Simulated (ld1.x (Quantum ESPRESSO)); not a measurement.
# Scattering properties, RRKJ potential for Fe

ld1.x (Quantum ESPRESSO) 7.5 input, shortened:

```
&input
   title='Fe', zed=26., rel=2, dft='PBE', iswitch=3,
   config='[Ar] 3d6 4s2 4p0 4f-2', rel_dist='average'
 /
 &inputp
   pseudotype=2, tm=.false., rho0=0.001, lloc=-1, rcloc=1.98,
   nlcc=.true.
 /
4
4S  1  0   2.00   0.00  2.48  2.48  0.0
4P  2  1   0.00   0.00  4.04  4.04  0.0
3D  3  2   6.00   0.00  2.04  2.04  0.0
4F  4  3  -2.00   0.45  4.04  4.04  0.0
 &test
   configts(1)='3d6 4s2 4p0'
 /
```

Open shells are filled in proportion to 2j + 1 (rel_dist='average').

The phase is arctan(r·u′/u) with u = r·R(r), unwrapped; energies in Ry, scanned from -3 to 5 Ry. A pole is an energy at which the radial function vanishes at the test radius. The pseudo phase is shifted by a multiple of π to meet the all-electron one at the reference energy, and phase errors are pseudo minus all-electron; the curves can meet again beyond the range given. Levels narrower than the energy grid can be missing from the lists of poles. n/a: not evaluated, since a narrow level or a reset projector energy made the automatic matching unsafe.

```tsv
channel	radius (bohr)	reference energy (Ry)	poles, all-electron	poles, pseudo	unbroken range about the reference energy with phases within 0.05 rad	phase error 1 Ry above the reference energy (rad)
s	4.42	-0.39	-0.21, 2.06	-0.21, 1.45, 2.44	below 0.5	-0.104
p1/2	4.42	-0.10	0.28, 2.61	0.28, 2.22, 4.27	below 0.9	-0.034
p3/2	4.42	-0.10	0.29, 2.63	0.29, 2.22, 4.25	below 1.0	-0.033
d3/2	4.42	-0.56	-0.54, 1.16, 3.66	-0.54, 1.22, 4.10	below 0.3	+0.088
d5/2	4.42	-0.55	1.16, 3.67	1.23, 4.10	n/a	n/a
f5/2	4.42	0.45	1.77, 4.24	1.79, 2.88	below 2.4	+0.004
f7/2	4.42	0.45	1.77, 4.24	1.79, 2.87	below 2.4	+0.004
```

Phases in the p3/2 channel:

```tsv
E (Ry)	all-electron	pseudo
-3.00	1.437	1.437
-2.76	1.430	1.430
-2.52	1.423	1.423
-2.28	1.415	1.415
-2.04	1.405	1.405
-1.80	1.393	1.393
-1.56	1.378	1.378
-1.32	1.358	1.358
-1.08	1.330	1.330
-0.84	1.287	1.287
-0.60	1.206	1.206
-0.36	0.989	0.989
-0.12	-0.339	-0.339
0.12	-1.408	-1.409
0.36	-1.613	-1.615
0.60	-1.730	-1.736
0.84	-1.865	-1.888
1.08	-2.167	-2.296
1.32	-3.343	-3.807
1.56	-4.270	-4.416
1.80	-4.501	-4.582
2.04	-4.598	-4.665
2.28	-4.655	-4.727
2.52	-4.696	-4.790
2.76	-4.730	-4.890
3.00	-4.762	-5.241
3.24	-4.796	-7.287
3.48	-4.840	-7.670
3.72	-4.907	-7.765
3.96	-5.042	-7.814
4.20	-5.500	-7.847
4.44	-7.023	-7.876
4.68	-7.528	-7.904
4.92	-7.668	-7.936
```
